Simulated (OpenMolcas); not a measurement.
# N2+: CASPT2 settings compared

| Quantity | Value |
| --- | --- |
| Program | OpenMolcas 26.06 |
| Basis | ANO-L-VQZP [5s4p3d2f] |
| Scalar Hamiltonian | non-relativistic, point nucleus |
| Active space | 3 electrons in 8 orbitals (2s 2p 3s 3p) |
| State averaging | 2S+1 = 2 odd, 3 roots; 2S+1 = 4 odd, 1 root kept (CI in the orbitals of an earlier block, 0 in the spin-orbit step); 2S+1 = 2 even, 9 roots; 2S+1 = 4 even, 3 roots kept (CI in the orbitals of an earlier block) |
| Spin-orbit coupling | RASSI with atomic mean-field integrals over the reference wave functions, term energies averaged over their components |

Methods on the same reference wave functions:
A. CASSCF
B. SS-CASPT2, IPEA 0 Eh, real shift 0.3 Eh (closed shells correlated: 1s)
C. SS-CASPT2, IPEA 0.35 Eh, imaginary shift 0.25 Eh (closed shells correlated: 1s)
D. XMS-CASPT2, IPEA 0.1 Eh, sigma2 regulariser 0.25 Eh (closed shells correlated: 1s)

Energies in cm-1 above 2s2 2p 2P* 1/2, the measured ground level; measured values from Moore, Selected Tables of Atomic Spectra, NSRDS-NBS 3, section 5.

```json
{"Level": "2s2 2p 2P* 1/2", "A": "0.0", "B": "0.0", "C": "0.0", "D": "0.0", "Measured": "0.0"}
{"Level": "2s2 2p 2P* 3/2", "A": "164", "B": "164", "C": "164", "D": "164", "Measured": "174"}
{"Level": "2s 2p2 4P 1/2", "A": "52970", "B": "56070", "C": "55950", "D": "56240", "Measured": ""}
{"Level": "2s 2p2 4P 3/2", "A": "53028", "B": "56130", "C": "56000", "D": "56300", "Measured": "57247"}
{"Level": "2s 2p2 4P 5/2", "A": "53124", "B": "56230", "C": "56100", "D": "56390", "Measured": "57328"}
{"Level": "2s 2p2 2D 3/2", "A": "106630", "B": "100780", "C": "100920", "D": "99930", "Measured": "101031"}
{"Level": "2s 2p2 2D 5/2", "A": "106635", "B": "100780", "C": "100930", "D": "99930", "Measured": "101024"}
{"Level": "2s 2p2 2S 1/2", "A": "133189", "B": "131280", "C": "131200", "D": "131600", "Measured": "131004"}
```

Deviations, from unrounded energies. A percentage is the sum of absolute deviations over the sum of measured energies, with the sign that they share, or ± where signs differ.

```tsv
Against measurement	Levels	A	B	C	D
mean absolute deviation (cm-1)	6	3600	500	480	780
fine structure of the ground term (%)	1	-5.7	-5.7	-5.7	-5.7
other configurations (%)	5	±4.9	±0.7	±0.6	±1.0
```

B, C lie about equally close to measurement and A furthest from it. The largest miss of C in the table is 2s 2p2 4P 3/2, by -1200 cm-1. The ranking rests on the paired levels alone, and a cruder setting can come out closer through cancelling errors.

Among B to D the level of the table that moves most is 2s 2p2 2D 3/2, by 990 cm-1 (lowest in D, highest in C). Moves below CASPT2's spread within the term are not significant.

The lowest spin-free term lies below A's lowest term by 0.037 hartree in B, 0.036 hartree in C, 0.038 hartree in D.

CASPT2 does not keep the components of a term degenerate, so their means are used; among the terms shown or strongly mixed into the levels shown the widest spread is 35 cm-1 (2s 2p2 2D, D). Terms from blocks run as CI alone lack orbitals of their own. Active for correlation alone: 3p 3s; no level in the range computed is led by a configuration that fills them, so any true level of that kind is missing. Measured partners are found by configuration, term and J. A level has none where our copy of the source lacks it or the pairing is in doubt (some pairs that miss far off the trend of their configuration count as doubtful), and it then counts in no deviation. Only configurations of the active space appear. The table leaves out levels that lie high or whose names do not pair safely across all columns.

* marks odd parity.
